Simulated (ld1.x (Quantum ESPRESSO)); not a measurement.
u(r) = r·R(r): atom against pseudo-atom (Li (Z = 3))

Columns: radius, all-electron u(r) and pseudo u(r) of the 2p shell (level -1.06 eV) of lithium in the configuration 1s2 2s1 2p0; PBEsol, scalar-relativistic, PAW scheme, ld1.x (Quantum ESPRESSO) 7.5.

```csv
r (bohr),all-electron,pseudo
0.230,0.0176,0.0052
0.460,0.0536,0.0206
0.690,0.0955,0.0452
0.920,0.1381,0.0777
1.150,0.1791,0.1162
1.380,0.2177,0.1586
1.610,0.2534,0.2027
1.840,0.2867,0.2464
2.070,0.3180,0.2878
2.300,0.3458,0.3253
2.530,0.3698,0.3577
2.760,0.3899,0.3843
2.990,0.4060,0.4048
3.220,0.4183,0.4196
3.450,0.4270,0.4291
3.680,0.4321,0.4340
3.910,0.4339,0.4351
4.140,0.4328,0.4333
4.370,0.4290,0.4291
4.600,0.4228,0.4228
4.830,0.4147,0.4147
5.060,0.4048,0.4048
5.290,0.3937,0.3937
5.520,0.3816,0.3816
5.750,0.3688,0.3688
5.980,0.3555,0.3555
```

Task: How many radial nodes do the two functions have?

Result: The all-electron 2p function has n − l − 1 = 0; the pseudo-wave has 0.

Task: At about which radius was the pseudo-wave matched?

Result: 4.60 bohr, where the columns begin to agree (steps of 0.23 bohr).

Task: Is the pseudo-wave norm-conserving?

Result: No, it belongs to a PAW set: the norm inside the radius is not constrained, and the difference is carried by the augmentation charge.
